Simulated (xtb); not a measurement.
xtb input (GFN1-xTB):

```bash
xtb mol.xyz --gfn 1 --sp --chrg 1 --uhf 0
```
mol.xyz:
```
8

Si     0.11392264    -0.15471532     0.02677592
F     -0.12238928    -0.58232632     1.49969751
F     -0.53248379    -1.16323638    -0.96048810
O     -0.93789024     1.25849663    -0.20427107
O      1.48617822     0.52119795    -0.35006301
H     -0.57392014     2.15562744    -0.31457094
H      2.38184111     0.26799675    -0.10005937
H     -1.89528392     1.21489799    -0.37844449
```

Output:

```
           -------------------------------------------------
          |                Calculation Setup                |
           -------------------------------------------------

           -------------------------------------------------
          |                 G F N 1 - x T B                 |
           -------------------------------------------------

        Reference                      10.1021/acs.jctc.7b00118
      * Hamiltonian:
        H0-scaling (s, p, d)           1.850000    2.250000    2.000000
        zeta-weighting                 0.000000
      * Dispersion:
        s8                             2.400000
        a1                             0.630000
        a2                             5.000000
        s9                             0.000000
      * Repulsion:
        kExp                           1.500000
        rExp                           1.000000
      * Coulomb:
        alpha                          2.000000
        third order                    atomic
        anisotropic                    false
      * Halogen bond correction:
        rad-scale                      1.300000
        damping                        0.440000

          ...................................................
          :                      SETUP                      :
          :.................................................:
          :  # basis functions                  32          :
          :  # atomic orbitals                  31          :
          :  # shells                           17          :
          :  # electrons                        32          :
          :  # halogen bonds                     0          :
          :  max. iterations                   250          :
          :  Hamiltonian                  GFN1-xTB          :
          :  restarted?                      false          :
          :  GBSA solvation                  false          :
          :  PC potential                    false          :
          :  electronic temp.          300.0000000     K    :
          :  accuracy                    1.0000000          :
          :  -> integral cutoff          0.2500000E+02      :
          :  -> integral neglect         0.1000000E-07      :
          :  -> SCF convergence          0.1000000E-05 Eh   :
          :  -> wf. convergence          0.2000000E-04 e    :
          :  Broyden damping             0.4000000          :
          :  net charge                          1          :
          :  unpaired electrons                  0          :
          ...................................................

 iter      E             dE          RMSdq      gap      omega  full diag
   1    -23.0078887 -0.230079E+02  0.791E+00    9.94       0.0  T
   2    -23.0291838 -0.212951E-01  0.457E+00    8.61       1.0  T
   3    -22.9600142  0.691696E-01  0.196E+00    8.54       1.0  T
   4    -23.0413204 -0.813062E-01  0.324E-01    8.12       1.0  T
   5    -23.0418633 -0.542870E-03  0.701E-02    8.32       1.0  T
   6    -23.0418691 -0.581605E-05  0.127E-02    8.33       2.8  T
   7    -23.0418691 -0.280703E-07  0.511E-03    8.33       6.9  T
   8    -23.0418692 -0.101601E-06  0.553E-04    8.33      64.0  T
   9    -23.0418692 -0.659973E-09  0.143E-04    8.33     246.9  T
  10    -23.0418692 -0.215188E-10  0.153E-05    8.33    2316.1  T

   *** convergence criteria satisfied after 10 iterations ***

         #    Occupation            Energy/Eh            Energy/eV
      -------------------------------------------------------------
         1        2.0000           -1.0647286             -28.9727
       ...           ...                  ...                  ...
        10        2.0000           -0.7769543             -21.1420
        11        2.0000           -0.7699896             -20.9525
        12        2.0000           -0.7491719             -20.3860
        13        2.0000           -0.7425643             -20.2062
        14        2.0000           -0.7393070             -20.1176
        15        2.0000           -0.7347032             -19.9923
        16        2.0000           -0.7279537             -19.8086 (HOMO)
        17                         -0.4217914             -11.4775 (LUMO)
        18                         -0.3655974              -9.9484
        19                         -0.3102244              -8.4416
        20                         -0.2753439              -7.4925
        21                         -0.2047909              -5.5726
       ...                                ...                  ...
        31                          1.1005564              29.9477
      -------------------------------------------------------------
                  HL-Gap            0.3061622 Eh            8.3311 eV
             Fermi-level           -0.5748726 Eh          -15.6431 eV

 SCC (total)                   0 d,  0 h,  0 min,  0.005 sec
 SCC setup                      ...        0 min,  0.000 sec (  1.447%)
 Dispersion                     ...        0 min,  0.000 sec (  0.785%)
 classical contributions        ...        0 min,  0.000 sec (  0.271%)
 integral evaluation            ...        0 min,  0.001 sec ( 24.502%)
 iterations                     ...        0 min,  0.002 sec ( 30.018%)
 molecular gradient             ...        0 min,  0.002 sec ( 41.160%)
 printout                       ...        0 min,  0.000 sec (  1.696%)

         :::::::::::::::::::::::::::::::::::::::::::::::::::::
         ::                     SUMMARY                     ::
         :::::::::::::::::::::::::::::::::::::::::::::::::::::
         :: total energy             -22.928418424987 Eh    ::
         :: gradient norm              0.031542982265 Eh/a0 ::
         :: HOMO-LUMO gap              8.331098468606 eV    ::
         ::.................................................::
         :: SCC energy               -23.041869208870 Eh    ::
         :: -> electrostatic           0.156640812427 Eh    ::
         :: repulsion energy           0.115339649490 Eh    ::
         :: dispersion energy         -0.001888865608 Eh    ::
         :: halogen bond corr.         0.000000000000 Eh    ::
         :: add. restraining           0.000000000000 Eh    ::
         :: total charge               1.000000000000 e     ::
         :::::::::::::::::::::::::::::::::::::::::::::::::::::

           -------------------------------------------------
          |                Property Printout                |
           -------------------------------------------------

    * Orbital Energies and Occupations

         #    Occupation            Energy/Eh            Energy/eV
      -------------------------------------------------------------
         1        2.0000           -1.0647286             -28.9727
       ...           ...                  ...                  ...
         4        2.0000           -0.9873691             -26.8677
         5        2.0000           -0.9121681             -24.8214
         6        2.0000           -0.8958582             -24.3775
         7        2.0000           -0.8374516             -22.7882
         8        2.0000           -0.8235014             -22.4086
         9        2.0000           -0.7884587             -21.4551
        10        2.0000           -0.7769543             -21.1420
        11        2.0000           -0.7699896             -20.9525
        12        2.0000           -0.7491719             -20.3860
        13        2.0000           -0.7425643             -20.2062
        14        2.0000           -0.7393070             -20.1176
        15        2.0000           -0.7347032             -19.9923
        16        2.0000           -0.7279537             -19.8086 (HOMO)
        17                         -0.4217914             -11.4775 (LUMO)
Note: The following floating-point exceptions are signalling: IEEE_DENORMAL
normal termination of xtb
        18                         -0.3655974              -9.9484
        19                         -0.3102244              -8.4416
        20                         -0.2753439              -7.4925
        21                         -0.2047909              -5.5726
        22                         -0.1922229              -5.2307
        23                         -0.1767533              -4.8097
        24                         -0.0185497              -0.5048
        25                         -0.0020656              -0.0562
        26                          0.1089554               2.9648
        27                          0.1282434               3.4897
       ...                                ...                  ...
        31                          1.1005564              29.9477
      -------------------------------------------------------------
                  HL-Gap            0.3061622 Eh            8.3311 eV
             Fermi-level           -0.5748726 Eh          -15.6431 eV

  Mulliken/CM5 charges         n(s)   n(p)   n(d)
     1Si    0.79547  0.72246   0.761  1.117  1.326
     2F    -0.14367 -0.11778   1.736  5.408  0.000
     3F    -0.14332 -0.11757   1.736  5.407  0.000
     4O    -0.42740 -0.75277   1.665  4.762  0.000
     5O    -0.42952 -0.60105   1.628  4.802  0.000
     6H     0.45568  0.62754   0.544  0.000  0.000
     7H     0.43748  0.61417   0.563  0.000  0.000
     8H     0.45529  0.62499   0.545  0.000  0.000

Wiberg/Mayer (AO) data.
largest (>0.10) Wiberg bond orders for each atom

 ---------------------------------------------------------------------------
     #   Z sym  total        # sym  WBO       # sym  WBO       # sym  WBO
 ---------------------------------------------------------------------------
     1  14 Si   5.036 --     5 O    1.514     3 F    1.346     2 F    1.344
                             4 O    0.779
     2   9 F    1.438 --     1 Si   1.344
     3   9 F    1.439 --     1 Si   1.346
     4   8 O    2.365 --     1 Si   0.779     8 H    0.769     6 H    0.767
     5   8 O    2.377 --     1 Si   1.514     7 H    0.774
     6   1 H    0.797 --     4 O    0.767
     7   1 H    0.808 --     5 O    0.774
     8   1 H    0.795 --     4 O    0.769
 ---------------------------------------------------------------------------

Topologies differ in total number of bonds
Writing topology from bond orders to xtbtopo.mol

 dipole moment from electron density (au)
     X       Y       Z
  -0.4031   2.1516  -0.3365  total (Debye):    5.629

           -------------------------------------------------
          | TOTAL ENERGY              -22.928418424987 Eh   |
          | GRADIENT NORM               0.031542982265 Eh/α |
          | HOMO-LUMO GAP               8.331098468606 eV   |
           -------------------------------------------------

------------------------------------------------------------------------
------------------------------------------------------------------------
 total:
 SCF:
```

It need not be the lowest isomer of its formula.
